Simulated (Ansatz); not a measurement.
Ge(vinyl)3(NHtBu) (C₁₀H₁₉GeN) was relaxed with PBE-D4 (def2-SVP) in Ansatz in these states: charge +1 doublet, neutral singlet. The geometries follow in no particular order.

A:

```xyz
31

Ge   -0.451   -0.947    0.651
C    -0.326   -1.142    2.595
C    -1.378   -1.121    3.435
H     0.687   -1.309    3.009
H    -2.410   -0.967    3.072
H    -1.258   -1.252    4.525
C    -2.272   -0.397    0.155
C    -2.924    0.638    0.721
H    -2.786   -0.982   -0.631
H    -2.461    1.258    1.509
H    -3.948    0.924    0.422
C    -0.032   -2.646   -0.227
C     1.195   -2.919   -0.708
H    -0.825   -3.415   -0.287
H     2.003   -2.169   -0.648
H     1.445   -3.888   -1.176
N     0.921    0.245    0.246
C     0.995    1.147   -0.918
C     0.238    2.467   -0.652
C     2.484    1.452   -1.176
C     0.397    0.453   -2.152
H     1.250    0.721    1.093
H     0.324    3.170   -1.508
H    -0.837    2.271   -0.471
H     0.650    2.978    0.244
H     2.948    1.926   -0.286
H     2.615    2.146   -2.033
H     3.039    0.516   -1.389
H    -0.685    0.249   -2.014
H     0.906   -0.508   -2.357
H     0.498    1.102   -3.044
```

B:

```
atom   x (Å)   y (Å)   z (Å)
 Ge1  -0.925   0.461   0.741
  C2  -0.561   2.069   1.756
  C3  -1.273   3.203   1.599
  H4   0.240   2.031   2.516
  H5  -2.094   3.289   0.868
  H6  -1.067   4.099   2.210
  C7  -1.992   0.703  -0.867
  C8  -1.821   1.754  -1.695
  H9  -2.782  -0.042  -1.067
 H10  -1.042   2.520  -1.533
 H11  -2.470   1.900  -2.576
 C12  -1.396  -1.091   1.815
 C13  -1.410  -1.028   3.160
 H14  -1.703  -2.014   1.293
 H15  -1.109  -0.125   3.719
 H16  -1.749  -1.884   3.769
 N17   0.874   0.036   0.081
 C18   1.363  -0.932  -0.876
 C19   1.845  -0.115  -2.120
 C20   2.584  -1.650  -0.238
 C21   0.276  -1.932  -1.275
 H22   1.632   0.642   0.441
 H23   2.277  -0.831  -2.848
 H24   0.993   0.412  -2.590
 H25   2.628   0.621  -1.850
 H26   3.383  -0.933   0.038
 H27   3.003  -2.362  -0.976
 H28   2.278  -2.213   0.665
 H29  -0.596  -1.425  -1.734
 H30  -0.064  -2.523  -0.403
 H31   0.679  -2.641  -2.023
```

Judge from the bond lengths which geometry belongs to which state (an estimate).

A is the neutral singlet (Ge1–N17 1.862 Å, N17–C18 1.474 Å, Ge1–C7 1.966 Å); B is the charge +1 doublet (Ge1–N17 1.963 Å, N17–C18 1.446 Å, Ge1–C7 1.945 Å).
